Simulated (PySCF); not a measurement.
Frontier orbitals and the lowest excitations

2-pyridinemethanol, C6H7NO.
Bonds: O1–C2, C2–C3, C3–C4 (aromatic), C4–C5 (aromatic), C5–C6 (aromatic), C6–C7 (aromatic), C7–N8 (aromatic), C3–N8 (aromatic). Hydrogens: H9 on O1; H10, H11 on C2; H12 on C4; H13 on C5; H14 on C6; H15 on C7.

Theory: TDDFT PBE0/def2-SVPD, vertical, gas phase, core orbitals frozen in the response in PySCF. One conformer (not necessarily the lowest) at the GFN2-xTB geometry, without solvent, vibrations or thermal averaging. Torsions of this conformer, `[OH:1][CH2:2][c:3]1[cH:4][cH:5][cH:6][cH:7][n:8]1`: O1–C2–C3–C4 180°, H–O1–C2–C3 0°.

Frontier orbitals with the atoms that hold most of them (Löwdin shares over 4%, at most four atoms; ? is withheld):

```
orbital  ε (eV)                            atoms
 LUMO+2    0.68  C5 16%, C4 12%, C6 11%, H13 11%
 LUMO+1   -0.75   C3 21%, C6 20%, C7 14%, C4 13%
   LUMO       ?   C5 24%, N8 20%, C7 15%, C4 15%
   HOMO   -7.36                                ?
 HOMO-1   -7.99                                ?
 HOMO-2   -8.14   O1 37%, C3 13%, C6 13%, C7 10%
 HOMO-3   -8.72   C5 28%, N8 24%, C4 16%, C6 11%
```

Question: Give the leading atoms of the HOMO-1.

Answer: N8 (bonded to 2 C) 55%; C7 (bonded to C, N and H) 10%; C3 (bonded to 2 C and N) 9%; C6 (bonded to 2 C and H) 5%. By element: nitrogen 55%, carbon 24% or more.

Question: Give the leading atoms of the HOMO.

Answer: O1 (bonded to C and H) 33%; C2 (bonded to C, O and 2 H) 11%; C4 (bonded to 2 C and H) 10%; C6 (bonded to 2 C and H) 10%. By element: oxygen 33%, carbon 30% or more.

Question: What is the LUMO energy, and the HOMO–LUMO gap?

Answer: ε(LUMO) = -1.06 eV; the gap is 6.29 eV (0.2313 hartree).

Question: The HOMO–LUMO gap is 6.29 eV. Where does the response calculation put the lowest singlet, and from which orbitals?

Answer: S1 is at 5.25 eV (f = 0.0029), 1.05 eV below the gap, made of HOMO-1→LUMO (99%). Its leading pair isn't HOMO and LUMO; the energies of that pair differ by 6.93 eV. 

Question: One configuration dominates each of S1, S2, S3, S4 and S5. Which, and how do the shares of the two leading atoms of either orbital change from the occupied to the empty one?

Answer: 
- S1 (5.25 eV, f 0.0029), HOMO-1→LUMO (99%): N8 55% → 20%, C7 10% → 15%, C5 at most 6% → 24%
- S2 (5.33 eV, f 0.068), HOMO→LUMO (89%): O1 33% → at most 15%, C2 11% → at most 15%, C5 at most 10% → 24%, N8 at most 10% → 20%
- S3 (5.53 eV, f 0.0001), HOMO-1→LUMO+1 (100%): N8 55% → at most 14%, C7 10% → 14%, C3 9% → 21%, C6 5% → 20%
- S4 (5.72 eV, f 0.046), HOMO→LUMO+1 (88%): O1 33% → at most 14%, C2 11% → at most 14%, C3 at most 10% → 21%, C6 10% → 20%
- S5 (5.99 eV, f 0.016), HOMO-2→LUMO (78%): O1 37% → at most 15%, C3 13% → at most 15%, C5 at most 11% → 24%, N8 at most 11% → 20%

Löwdin shares depend on the basis, the more so with diffuse functions.

The run took 33 s of wall time on one thread of an x86-64 server, on a shared host.
